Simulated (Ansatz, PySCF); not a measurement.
The pair A = H2S (SMILES S) (first 3 atoms), B = C2H6 (SMILES CC); geometry from B3LYP-D3(BJ)/def2-TZVP.
(charge 0, multiplicity 1):
```xyz
11

S      0.148     0.123    -0.199
H      0.903     0.490     0.848
H     -0.293    -0.975     0.435
C     -0.817    -0.158     3.748
C      0.709    -0.123     3.756
H     -1.216     0.121     2.771
H     -1.231     0.536     4.482
H     -1.192    -1.154     3.989
H      1.129    -0.829     3.036
H      1.109    -0.383     4.738
H      1.084     0.872     3.504
```

Correlated levels freeze the cores. CBS(a, b) extrapolates the correlation energy as X⁻³ and adds the Hartree–Fock energy of set b. MP2 and its Hartree–Fock in aug-cc-pV(T+d)Z are density fitted.

Codes used: Ansatz (a quantum-chemistry and plane-wave program) with Gaussian orbitals; PySCF for the dispersion terms. Values without a source in brackets are computed.

The monomers are drawn apart, rigid, along the line of their centres of mass. Counterpoise-corrected interaction energies (kcal/mol):

```
level                                                                 R = 5.106 Å  R = 6.297 Å
--------------------------------------------------------------------  -----------  -----------
PBE-D3(BJ)/def2-TZVPPD                                                    -0.5107      -0.1162
wB97M-V/def2-TZVPPD                                                       -0.3433      -0.0924
MP2/CBS(aug-cc-pV(D+d)Z, aug-cc-pV(T+d)Z) + ΔCCSD(T)/aug-cc-pV(D+d)Z      -0.3750      -0.0938
```

Problem. R is the distance of the centres of mass. Find the local exponent m of E ∝ R⁻ᵐ between the two points.

Solution. 
m = ln(E₁/E₂)/ln(R₂/R₁): PBE-D3(BJ)/def2-TZVPPD 7.1; wB97M-V/def2-TZVPPD 6.3; MP2/CBS(aug-cc-pV(D+d)Z, aug-cc-pV(T+d)Z) + ΔCCSD(T)/aug-cc-pV(D+d)Z 6.6. For scale, two fixed dipoles give m = 3, dipole and quadrupole 4, quadrupoles 5, and dispersion or dipole-induced dipole 6 at long range; at these distances several terms mix, and what is left of overlap and damping shifts m, so it need not match one of them.
